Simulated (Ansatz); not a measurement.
Level of theory: frozen-core CCSD(T)/cc-pVTZ // B3LYP-D3(BJ)/def2-TZVP in Ansatz (an electronic-structure program).

Ansatz 0.2 input:
```yaml
crystal:
  periodic: [false, false, false]
  atoms:
    - { symbol: C, position_ang: [-1.007665, -0.320048, 0.048431] }
    - { symbol: C, position_ang: [0.388009, 0.069225, -0.310861] }
    - { symbol: O, position_ang: [1.252457, -0.986514, -0.33806] }
    - { symbol: O, position_ang: [0.957695, 1.140743, 0.363957] }
    - { symbol: H, position_ang: [-1.061924, -0.669328, 1.089551] }
    - { symbol: H, position_ang: [-1.349069, -1.123943, -0.602145] }
    - { symbol: H, position_ang: [-1.686306, 0.52623, -0.064329] }
    - { symbol: H, position_ang: [2.147956, -0.638221, -0.434772] }
    - { symbol: H, position_ang: [0.411071, 1.921563, 0.224201] }
basis:
  gaussian: { orbitals: cc-pVTZ }
correlation:
  method: ccsd_t
magnetization:
  spin_polarized: true
  initial_magnetization: 1
```

Output:

```
Functional definition: HF
1111 factors; integrals over basis functions are off by at most 9.0e-4 eV
mean field evaluation 1: about -6211.8912 eV, gradient 2.9e1 eV
mean field evaluation 2: about -6211.8955 eV, gradient 2.9e1 eV
mean field evaluation 4: about -6215.4662 eV, gradient 3.4e0 eV
mean field evaluation 8: about -6215.5759 eV, gradient 2.4e-1 eV
mean field evaluation 16: about -6215.5552 eV, gradient 1.1e0 eV
mean field -6215.57711454 eV, -228.4182458900 hartree, gradient 3.4e-6 eV, S^2 0.758229; 0 other end points of the search recorded, 0 dependent functions left out
4 core orbitals not correlated
reference -6215.57711454 eV, -228.4182458900 hartree; 13, 12 occupied and 173, 174 virtual orbitals, 1111 factors
second order -21.73952590 eV of doubles, -0.00000000 eV of singles
cycle   1  -21.84225733 eV  change   -1.0e-1 eV  update   9.3e-2
cycle   2  -22.33400932 eV  change   -4.9e-1 eV  update   2.7e-2
cycle   3  -22.44763302 eV  change   -1.1e-1 eV  update   1.6e-2
cycle   4  -22.43785995 eV  change    9.8e-3 eV  update   5.7e-3
cycle   5  -22.43768474 eV  change    1.8e-4 eV  update   3.0e-3
cycle   6  -22.43870206 eV  change   -1.0e-3 eV  update   9.9e-4
cycle   7  -22.43850651 eV  change    2.0e-4 eV  update   4.5e-4
cycle   8  -22.43854808 eV  change   -4.2e-5 eV  update   2.0e-4
cycle   9  -22.43858620 eV  change   -3.8e-5 eV  update   9.7e-5
cycle  10  -22.43852846 eV  change    5.8e-5 eV  update   4.4e-5
cycle  11  -22.43856242 eV  change   -3.4e-5 eV  update   2.1e-5
cycle  12  -22.43856348 eV  change   -1.1e-6 eV  update   8.9e-6
perturbative correction -0.83942936 eV, -0.0308484598 hartree
Total energy: -6238.85510738 eV, -229.2736963482 hartree
```

Cost: roughly 11 core-minutes.
